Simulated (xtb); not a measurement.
xtb input (GFN1-xTB):

```bash
xtb mol.xyz --gfn 1 --sp --chrg -1 --uhf 0
```
mol.xyz:
```
8

C      0.00552953     1.16155526     0.13343870
C      1.09369188     0.28167216     0.06718058
N      0.67536008    -0.98761051    -0.09177685
N     -0.68470920    -0.97630420    -0.13383637
C     -1.09092365     0.29983296    -0.00037766
H      0.01064159     2.23541630     0.25680315
H      2.15218314     0.50894187     0.12699756
H     -2.14716741     0.54468256    -0.00595788
```

End of the output:

```
         :::::::::::::::::::::::::::::::::::::::::::::::::::::
         ::                     SUMMARY                     ::
         :::::::::::::::::::::::::::::::::::::::::::::::::::::
         :: total energy             -14.509078860482 Eh    ::
         :: gradient norm              0.018560522385 Eh/a0 ::
         :: HOMO-LUMO gap              5.012611346319 eV    ::
         ::.................................................::
         :: SCC energy               -14.673724944746 Eh    ::
         :: -> electrostatic           0.147773685810 Eh    ::
         :: repulsion energy           0.167064406136 Eh    ::
         :: dispersion energy         -0.002418321871 Eh    ::
         :: halogen bond corr.         0.000000000000 Eh    ::
         :: add. restraining           0.000000000000 Eh    ::
         :: total charge              -1.000000000000 e     ::
         :::::::::::::::::::::::::::::::::::::::::::::::::::::

           -------------------------------------------------
          |                Property Printout                |
           -------------------------------------------------

    * Orbital Energies and Occupations

         #    Occupation            Energy/Eh            Energy/eV
      -------------------------------------------------------------
         1        2.0000           -0.5215392             -14.1918
         2        2.0000           -0.4365051             -11.8779
         3        2.0000           -0.4056486             -11.0383
         4        2.0000           -0.3586747              -9.7600
         5        2.0000           -0.3569136              -9.7121
         6        2.0000           -0.3294452              -8.9647
         7        2.0000           -0.2701984              -7.3525
         8        2.0000           -0.2661448              -7.2422
         9        2.0000           -0.2589910              -7.0475
        10        2.0000           -0.1866848              -5.0800
        11        2.0000           -0.1629674              -4.4346
        12        2.0000           -0.1625458              -4.4231
        13        2.0000           -0.1621742              -4.4130 (HOMO)
        14                          0.0220359               0.5996 (LUMO)
        15                          0.0486666               1.3243
        16                          0.1109311               3.0186
        17                          0.1129972               3.0748
        18                          0.1222411               3.3263
Note: The following floating-point exceptions are signalling: IEEE_DENORMAL
normal termination of xtb
        19                          0.3598799               9.7928
        20                          0.4386475              11.9362
        21                          0.4641777              12.6309
        22                          0.5011085              13.6359
        23                          0.5569311              15.1549
        24                          0.6024541              16.3936
       ...                                ...                  ...
        26                          0.8964055              24.3924
      -------------------------------------------------------------
                  HL-Gap            0.1842101 Eh            5.0126 eV
             Fermi-level           -0.0700692 Eh           -1.9067 eV

  Mulliken/CM5 charges         n(s)   n(p)   n(d)
     1C    -0.18909 -0.22818   1.037  3.152  0.000
     2C     0.04556  0.07704   1.004  2.951  0.000
     3N    -0.35729 -0.46123   1.588  3.769  0.000
     4N    -0.35729 -0.46123   1.588  3.769  0.000
     5C     0.04556  0.07704   1.004  2.951  0.000
     6H    -0.04896  0.00667   1.049  0.000  0.000
     7H    -0.06924 -0.00505   1.069  0.000  0.000
     8H    -0.06924 -0.00505   1.069  0.000  0.000

Wiberg/Mayer (AO) data.
largest (>0.10) Wiberg bond orders for each atom

 ---------------------------------------------------------------------------
     #   Z sym  total        # sym  WBO       # sym  WBO       # sym  WBO
 ---------------------------------------------------------------------------
     1   6 C    3.950 --     2 C    1.401     5 C    1.401     6 H    0.980
     2   6 C    3.964 --     3 N    1.456     1 C    1.401     7 H    0.976
     3   7 N    2.950 --     2 C    1.456     4 N    1.292
     4   7 N    2.950 --     5 C    1.456     3 N    1.292
     5   6 C    3.964 --     4 N    1.456     1 C    1.401     8 H    0.976
     6   1 H    1.004 --     1 C    0.980
     7   1 H    1.017 --     2 C    0.976
     8   1 H    1.017 --     5 C    0.976
 ---------------------------------------------------------------------------

Topologies differ in total number of bonds
Writing topology from bond orders to xtbtopo.mol

 dipole moment from electron density (au)
     X       Y       Z
   0.0066   1.3775   0.1582  total (Debye):    3.524

           -------------------------------------------------
          | TOTAL ENERGY              -14.509078860482 Eh   |
          | GRADIENT NORM               0.018560522385 Eh/α |
          | HOMO-LUMO GAP               5.012611346319 eV   |
           -------------------------------------------------

------------------------------------------------------------------------
------------------------------------------------------------------------
 total:
 SCF:
```

It need not be the lowest isomer of its formula. Whether it binds its extra electron was not tested at this geometry.
